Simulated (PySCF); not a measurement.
C5H11B.
Numbering: `[BH2:1][CH:2]1[CH2:3][CH2:4][CH2:5][CH2:6]1` (hydrogens: H7, H8 on B1; H9 on C2; H10, H11 on C3; H12, H13 on C4; H14, H15 on C5; H16, H17 on C6)

Cartesian coordinates in Å at the PBE0-D3(BJ)/def2-SVP level; atoms count from 1:
```xyz
17
C5H11B angstrom
B      2.160   -0.477    0.364
C      0.612   -0.475    0.368
C     -0.179   -1.523   -0.426
C     -1.655   -1.104   -0.293
C     -1.644    0.370    0.178
C     -0.178    0.813    0.123
H      2.777   -1.504    0.180
H      2.778    0.526    0.650
H      0.510   -0.727    1.460
H      0.014   -2.551   -0.086
H      0.133   -1.477   -1.483
H     -2.194   -1.229   -1.245
H     -2.177   -1.738    0.441
H     -2.302    1.013   -0.425
H     -2.008    0.436    1.216
H      0.064    1.613    0.838
H      0.067    1.197   -0.883
```

Level: wB97X-D/def2-SVPD in PySCF, non-relativistic, on one gas-phase PBE0-D3(BJ)/def2-SVP geometry that isn't relaxed in the solvent. The solvent is an IEF-PCM continuum (cavity from Bondi-type radii × 1.2), and excitations are vertical TDDFT with non-equilibrium linear response and a frozen core. Specific hydrogen bonds and non-electrostatic terms are outside this model.

Gas-phase singlets (H = HOMO, L = LUMO):

| state | E (eV) | λ (nm) | f | leading configurations |
| --- | --- | --- | --- | --- |
| S1 | 5.818 | 213 | 0.007 | H→L 89% |
| S2 | 5.890 | 211 | 0.001 | H-1→L 83%, H-6→L 10% |
| S3 | 7.446 | 167 | 0.039 | H-3→L 84% |
| S4 | 7.668 | 162 | 0.002 | H-2→L 71% |
| S5 | 7.801 | 159 | 0.002 | H-6→L 51%, H-5→L 32%, H-2→L 13% |

Question: What are the lowest 5 singlets in cyclohexane (ε = 2.017)?

Answer: 
```json
{"state": "S1", "E (eV)": "5.788", "λ (nm)": "214", "f": "0.008", "leading configurations": "H→L 89%", "change by rank (eV)": "-0.030"}
{"state": "S2", "E (eV)": "5.891", "λ (nm)": "210", "f": "0.001", "leading configurations": "H-1→L 80%, H-6→L 10%", "change by rank (eV)": "+0.001"}
{"state": "S3", "E (eV)": "7.384", "λ (nm)": "168", "f": "0.051", "leading configurations": "H-3→L 84%", "change by rank (eV)": "-0.062"}
{"state": "S4", "E (eV)": "7.627", "λ (nm)": "163", "f": "0.003", "leading configurations": "H-2→L 71%, H-1→L 9%", "change by rank (eV)": "-0.041"}
{"state": "S5", "E (eV)": "7.772", "λ (nm)": "160", "f": "0.002", "leading configurations": "H-6→L 51%, H-5→L 34%, H-2→L 12%", "change by rank (eV)": "-0.029"}
```

Question: What are the lowest 5 singlets in chloroform (ε = 4.711)?

Answer: 
```
state  E (eV)  λ (nm)      f           leading configurations  change by rank (eV)
   S1   5.781     214  0.009                          H→L 89%               -0.037
   S2   5.913     210  0.001  H-1→L 76%, H-6→L 11%, H-2→L 10%               +0.023
   S3   7.357     169  0.052                        H-3→L 84%               -0.089
   S4   7.604     163  0.003             H-2→L 69%, H-1→L 12%               -0.064
   S5   7.757     160  0.002  H-6→L 50%, H-5→L 36%, H-2→L 11%               -0.044
```

Question: The ground-state energy changes by -0.031 eV from gas to chloroform. By how much does the total energy of gas-phase S1 change?

Answer: E(S1) = E(S0) + excitation energy, so it changes by -0.031 − 0.037 = -0.068 eV: it is lowered more than the ground state, which is what a red shift means. This is the vertical state, with the slow part of the continuum still set for S0.

Question: How do the frontier levels move from gas to chloroform?

Answer: 
```csv
orbital,gas (eV),solvent (eV),change (eV)
LUMO+2,2.76,2.86,+0.10
LUMO+1,2.14,2.22,+0.08
LUMO,0.73,0.80,+0.07
HOMO,-10.35,-10.24,+0.11
HOMO-1,-10.48,-10.41,+0.07
HOMO-2,-10.71,-10.57,+0.14
HOMO-3,-11.25,-11.12,+0.13
```

The HOMO–LUMO gap goes from 11.08 to 11.04 eV.

Rough CPU time on one thread of a shared machine: about 40 s. This is the whole response run at wB97X-D/def2-SVPD in chloroform, SCF included.

wB97X-D is run here without its empirical dispersion term; that term would change no orbital, density or response property at a fixed geometry.
